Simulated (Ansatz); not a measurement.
Reaction (SMILES): Cl[Si](Cl)Br → Cl[Si]Br + Cl atom (the Cl-Si bond at the site shown breaks; other sites are not compared here)
Geometries: B3LYP-D3(BJ)/def2-TZVP minima from Ansatz (a quantum-chemistry and plane-wave program). Unstable Hartree-Fock reference: Cl[Si]Br.

Property: bond dissociation energy (electronic energy difference), in kcal/mol. Cores are frozen in the correlated levels unless marked. UHF or UKS for open shells. No spin-orbit coupling. Frozen are the shells of the preceding noble gas and the d and f shells that filled before the atom's block. Non-relativistic. CBS(X,Y): correlation extrapolated as X^-3; Hartree-Fock from the larger set.

```
level                         program  bond dissociation energy (kcal/mol)
---------------------  --------------  -----------------------------------
PBE-D3(BJ)/def2-TZVPD  Ansatz + dftd3                                 71.3
BLYP-D4/def2-TZVPD     Ansatz + dftd4                                 64.1
```

Question: What does CCSD(T)/CBS(def2-TZVPP,def2-QZVPP) (Ansatz) give?

Answer: 68.9 kcal/mol, so BLYP-D4/def2-TZVPD differs from it by -4.8 kcal/mol.
